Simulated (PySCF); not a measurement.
C₆H₁₁NOSi.
Numbering: `[CH3:1][SiH2:2][c:3]1[cH:4][cH:5][c:6]([CH2:7][NH2:8])[o:9]1`

Definitions: NICS(0) = −σiso at the ring centroid; NICS(1) = −σiso and NICS(1)zz = −σzz at ±1 Å along the ring normal z. Level: GIAO PBE0/pcSseg-1 (PySCF, non-relativistic, gas phase) on the GFN2-xTB geometry, one conformer.

Ring bond lengths (Å), with Mayer bond orders in brackets: C3–C4 1.370 (1.55), C4–C5 1.411 (1.28), C5–C6 1.368 (1.52), C6–O9 1.347 (1.07), O9–C3 1.357 (1.02).

What do the NICS probes read (ppm)?

```tsv
ring	type	NICS(0)	NICS(1), two faces	NICS(1)zz, two faces	rms pucker (Å)	centre to ring atoms, mean (Å)
C3–C4–C5–C6–O9	5-membered ring with O; formal bonds all aromatic	-11.3	-10.5 / -10.4	-26.4 / -25.7	0.00	1.17
```

What can be read from them?

- C3–C4–C5–C6–O9: mean NICS(1)zz -26.1 ppm, shielded, aromatic by this magnetic criterion (flat ring, no four-coordinate atom).

What does the geometric index give? HOMA = 1 − mean of α(R − Ropt)² over the ring bonds, with Krygowski's 1993 parameters (CC: Ropt 1.388 Å, α 257.7 Å⁻²; CO: Ropt 1.265 Å, α 157.38 Å⁻²).

- C3–C4–C5–C6–O9: HOMA 0.45; the largest term is that of O9–C3, α(R − Ropt)² = 1.34.

What are the shieldings of the ring atoms and their hydrogens in the same run (means over atoms taken as equivalent)?

```tsv
atoms	environment	σ isotropic (ppm)
C3	substituted aromatic carbon	32.9
C4	aromatic CH carbon	57.1
C5	aromatic CH carbon	75.1
C6	substituted aromatic carbon	13.4
O9	furan-type oxygen	12.0
H on C4	aromatic hydrogen	24.78
H on C5	aromatic hydrogen	25.28
```

Time: 2.1 min of wall time; peak memory 1.0 GiB. Hardware: an Intel Xeon at 2.50 GHz with one thread, shared host with 64 logical CPUs at a one-minute load of 63. This is the whole shielding run at PBE0/pcSseg-1, SCF included.

Shape of the structure used: `[CH3:1][SiH2:2][c:3]1[cH:4][cH:5][c:6]([CH2:7][NH2:8])[o:9]1`: C1–Si2–C3–C4 10°, C5–C6–C7–N8 -78°, H–N8–C7–C6 -59°, H–N8–C7–C6 59°.
